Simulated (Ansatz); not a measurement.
A CCSD(T) single point on C₃H₆OSn (`C#[C][SnH2][O]C`).

```yaml
crystal:
  periodic: [false, false, false]
  atoms:
    - {symbol: C, position_ang: [-1.891554, 0.582939, 1.991301]}
    - {symbol: C, position_ang: [-0.939713, 0.001856, 1.530588]}
    - {symbol: Sn, position_ang: [0.704853, -0.990472, 0.725111]}
    - {symbol: O, position_ang: [0.561298, -0.810735, -1.221215]}
    - {symbol: C, position_ang: [0.429535, 0.470508, -1.784002]}
    - {symbol: H, position_ang: [-2.734456, 1.094758, 2.397129]}
    - {symbol: H, position_ang: [2.128415, -0.211013, 1.244570]}
    - {symbol: H, position_ang: [0.630182, -2.657798, 1.014127]}
    - {symbol: H, position_ang: [0.322442, 0.357187, -2.866665]}
    - {symbol: H, position_ang: [1.309853, 1.102559, -1.599188]}
    - {symbol: H, position_ang: [-0.455556, 1.003210, -1.411156]}
basis:
  gaussian: {orbitals: def2-SVP}
correlation: {method: ccsd_t}
```

```sh
$ ansatz run in.yaml --threads 4 --pin off --events-out ev --progress --plain --max-ram 10444MiB
```

The program prints (abridged):

```
Functional definition: HF
1216 factors; integrals over basis functions are off by at most 1.5e-3 eV
mean field evaluation 1: about -11018.6898 eV, gradient 3.7e1 eV
mean field evaluation 2: about -11018.8597 eV, gradient 3.7e1 eV
mean field evaluation 4: about -11022.4090 eV, gradient 4.4e0 eV
mean field evaluation 8: about -11022.4698 eV, gradient 1.9e-4 eV
mean field -11022.46983859 eV, -405.0682952697 hartree, gradient 2.4e-6 eV, S^2 0.000000; 0 other end points of the search recorded, 0 dependent functions left out
8 core orbitals not correlated: weight in the atoms' cores, before any rotation towards them, 1.000 or more for the frozen orbitals, at most 0.000 for the correlated occupied ones
reference -11022.46983859 eV, -405.0682952697 hartree; 19, 19 occupied and 85, 85 virtual orbitals, 1216 factors
second order -18.79687824 eV of doubles, -0.00000000 eV of singles
cycle   1  -19.25335893 eV  change   -4.6e-1 eV  update   1.2e-1
cycle   2  -19.86086909 eV  change   -6.1e-1 eV  update   3.7e-2
cycle   3  -20.02202646 eV  change   -1.6e-1 eV  update   2.0e-2
cycle   4  -20.02605445 eV  change   -4.0e-3 eV  update   5.7e-3
cycle   5  -20.02808894 eV  change   -2.0e-3 eV  update   2.6e-3
cycle   6  -20.02924277 eV  change   -1.2e-3 eV  update   7.5e-4
cycle   7  -20.02926757 eV  change   -2.5e-5 eV  update   3.2e-4
cycle   8  -20.02928156 eV  change   -1.4e-5 eV  update   9.5e-5
cycle   9  -20.02930410 eV  change   -2.3e-5 eV  update   4.1e-5
perturbative correction -0.67495335 eV, -0.0248040780 hartree
Total energy: -11043.17409604 eV, -405.8291626972 hartree
```

Hardware: 4 threads of an Intel Xeon 6975P-C on a shared host. Wall time 5.5 s, peak host memory 0.67 GiB.

Correlation energy per correlated electron: -0.545 eV. T1 diagnostic: 0.0120.
